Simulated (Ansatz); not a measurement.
`Cl[BH][GaH2]`. Total charge 0; spin multiplicity 1. All single points use the PBE0-D4/def2-TZVP geometry.

```xyz
6

Cl    2.230   -0.761    0.371
B     0.698   -0.034    0.800
Ga   -0.794    0.116   -0.649
H     0.620    0.336    1.935
H    -1.847   -1.032   -0.868
H    -0.906    1.374   -1.588
```

What is the dipole moment at ωB97M-V/def2-TZVPP? (An estimate is asked.)

Computed: 0.56 D, with components (-0.25, 0.23, 0.44) D in this frame, pointing from negative to positive charge.

And with PBE, r2SCAN, B3LYP? (An estimate is asked.)

Computed: PBE 0.43 D, r2SCAN 0.52 D, B3LYP 0.55 D.

Give the Mulliken charges with ωB97M-V, B3LYP, r2SCAN in def2-TZVPP. (Estimate.)

Ansatz gave: 
| atom | ωB97M-V | B3LYP | r2SCAN |
| --- | --- | --- | --- |
| Cl1 | -0.09 | -0.12 | -0.12 |
| B2 | 0.04 | 0.15 | 0.15 |
| Ga3 | 0.03 | 0.03 | 0.09 |
| H4 | 0.09 | 0.05 | 0.01 |
| H5 | -0.03 | -0.06 | -0.07 |
| H6 | -0.03 | -0.06 | -0.07 |

B3LYP here is the variant with VWN-RPA as its local correlation; programs differ in this.
